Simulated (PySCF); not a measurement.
```xyz
4
charge 0 multiplicity 1, angstrom
As    0.0000    0.0000    0.3821
F     1.4710    0.0000   -0.5005
F    -0.7355    1.2739   -0.5005
F    -0.7355   -1.2739   -0.5005
```

Method: PBE0 in PySCF with As def2-TZVP, F def2-TZVP; no relativity; density-fitted integrals.

This geometry of AsF₃ is a stationary point at this level.

Q: What is the point group?

A: C3v.

Q: Is it a minimum?

A: Yes: all harmonic wavenumbers are real.

Q: List the harmonic modes with their infrared intensities.

A: 
| symmetry | ω (cm⁻¹) | IR (km/mol, summed over degenerate members) |
| --- | --- | --- |
| e | 259 | 9.6 |
| a1 | 334 | 24.1 |
| e | 705 | 269 |
| a1 | 745 | 78.6 |

Q: Give the atomic charges and bond orders.

A: 
```tsv
atom	Mulliken	Löwdin	polar tensor	Mayer order to As1
As1	0.98	0.51	1.83	–
F2,3,4	-0.33	-0.17	-0.61	0.98
```

In C3v the vibrations span 2e + 2a1.
